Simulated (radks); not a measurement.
The numbers below are computed, except where a source is named.
Task: La III, configuration [Xe] 5d1. Level of theory: scalar-relativistic Kohn-Sham, BLYP, spin-polarised, spherical densities, finite nucleus; open shells are filled with parallel spins first (spin-orbit coupling, left out, can overturn this in heavy ions); Fermi nuclear charge, rms radius 4.855 fm (a radial shooting solver on a logarithmic mesh with Libxc functionals). Some entries of the table are withheld. Estimate them.

orbital  occ.  eigenvalue (Ry)  r(max) (bohr)  <r> (bohr)
1s down     1        -2849.266        0.01608     0.02507
1s up       1        -2849.266        0.01608     0.02507
2s up       1        -454.3670        0.09094      0.1075
2s down     1        -454.3645        0.09094      0.1074
2p up       3        -407.3786        0.07312     0.09424
2p down     3        -407.3767        0.07312     0.09424
3s up       1        -97.89240         0.2604      0.2852
3s down     1        -97.89130         0.2604      0.2852
3p up       3        -82.88705         0.2548      0.2832
3p down     3        -82.88582         0.2548      0.2832
3d up       5        -61.31222         0.2100      0.2600
3d down     5        -61.31025         0.2100      0.2600
4s up       1        -20.49458         0.6081      0.6542
4s down     1        -20.49081         0.6081      0.6542
4p up       3        -15.61395         0.6352      0.6931
4p down     3        -15.61054         0.6352      0.6932
4d up       5         -8.55190         0.6714      0.7677
4d down     5         -8.54847         0.6715      0.7676
5s up       1         -3.78560          1.407       1.554
5s down     1         -3.76029          1.404       1.549
5p up       3              (1)          1.585         (2)
5p down     3              (3)          1.579         (4)
5d up       1         -1.09154          2.153       2.604
5d down     0         -1.05260          2.150       2.629

Result: 
(1) 5p up eigenvalue (Ry): -2.56614
(2) 5p up <r> (bohr): 1.793
(3) 5p down eigenvalue (Ry): -2.53246
(4) 5p down <r> (bohr): 1.787
